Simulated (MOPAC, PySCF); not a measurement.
C8H7FSSi, SMILES `Fc1cc2sccc2cc1[SiH3]`, neutral singlet in the gas phase. 

Cartesian coordinates (Å):
```xyz
18

F      1.9482     1.7561     1.5298
C      0.9477     1.0736     0.9256
C     -0.3663     1.4540     1.1874
C     -1.3809     0.7236     0.5430
S     -3.1065     0.9740     0.6809
C     -3.4246    -0.3459    -0.4231
C     -2.2828    -0.9534    -0.8796
C     -1.0837    -0.3606    -0.3415
C      0.2712    -0.6986    -0.5667
C      1.3070     0.0110     0.0614
Si     3.1279    -0.4040    -0.2088
H     -0.5735     2.2896     1.8699
H     -4.4649    -0.5932    -0.6692
H     -2.2842    -1.8000    -1.5796
H      0.5105    -1.5320    -1.2461
H      3.1854    -1.5637    -1.1652
H      3.8724     0.7617    -0.7987
H      3.7972    -0.7920     1.0806
```
Charge 0, multiplicity 1.

All levels are single points at this geometry (PBE-D3(BJ)/def2-SVP); Pople sets use spherical d functions. Orbital energies aren't observables, and empty levels follow the basis.

| level | HOMO (eV) | LUMO (eV) | gap (eV) | dipole (D) | vertical IE, Delta-SCF (eV) |
|---|---|---|---|---|---|
| PBE-D3(BJ)/def2-TZVP in PySCF | -5.59 | -1.97 | 3.63 | 2.09 | 7.98 |
| B3LYP/3-21G in PySCF | -6.19 | -0.92 | 5.26 | 2.03 | – |
| B3LYP/6-311+G** in PySCF | -6.38 | -1.35 | 5.04 | 2.30 | – |
| B3LYP/6-31G* in PySCF | -6.06 | -0.90 | 5.16 | 2.08 | 7.92 |
| B3LYP/LANL2DZ in PySCF | -6.37 | -1.21 | 5.17 | 2.43 | – |
| HF/6-31G* in PySCF | -8.24 | 2.72 | 10.97 | 2.49 | – |
| HF/STO-3G in PySCF | -6.00 | 6.18 | 12.18 | 1.19 | – |
| PM3 in MOPAC | -8.83 | -0.63 | 8.19 | 1.93 | – |
| PM6 in MOPAC | -8.86 | -0.65 | 8.21 | 1.94 | – |
